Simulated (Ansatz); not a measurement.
CH7NOSi2 can be A, `N=C(O)[SiH2][SiH3]`, or B, `N[SiH2]C1O[SiH2]1`.

Calculated with Ansatz (gas phase, PBE0-D4/def2-TZVP geometries, no zero-point term in ΔE). CCSD(T)/CBS is the MP2 limit (def2-TZVPP, def2-QZVPP) plus CCSD(T) − MP2 in def2-TZVPP, frozen cores. DFT in def2-TZVPP. B3LYP here is the variant with VWN-RPA as its local correlation; programs differ in this. Each species was taken in one conformer, which may not be the lowest.

Problem. Which isomer does CCSD(T)/CBS put lower? Give the gap. (Best estimate.)

Solution. The calculation gave: B, by 76.9 kJ/mol.

Problem. Give E(B) − E(A) in kJ/mol with HF/def2-TZVPP, MP2/def2-TZVPP, B3LYP-D4, ωB97M-V, CCSD(T)/def2-TZVPP, B2PLYP, PBE0-D4. (Best estimate.)

Solution. The calculation gave: HF/def2-TZVPP -56.1, MP2/def2-TZVPP -87.9, B3LYP-D4 -59.2, ωB97M-V -76.1, CCSD(T)/def2-TZVPP -67.8, B2PLYP -69.2, PBE0-D4 -58.6. None reverses the order clearly.

Largest T1 diagnostic: 0.015.

From PBE to PBE0 (25 % exact exchange), in def2-TZVPP and without D4, E(B) − E(A) moves by −9.9 kJ/mol. In def2-TZVPP, CCSD(T) changes the Hartree–Fock value by −11.8 kJ/mol (the triples alone add +1.8 kJ/mol) and MP2 by −31.9 kJ/mol.
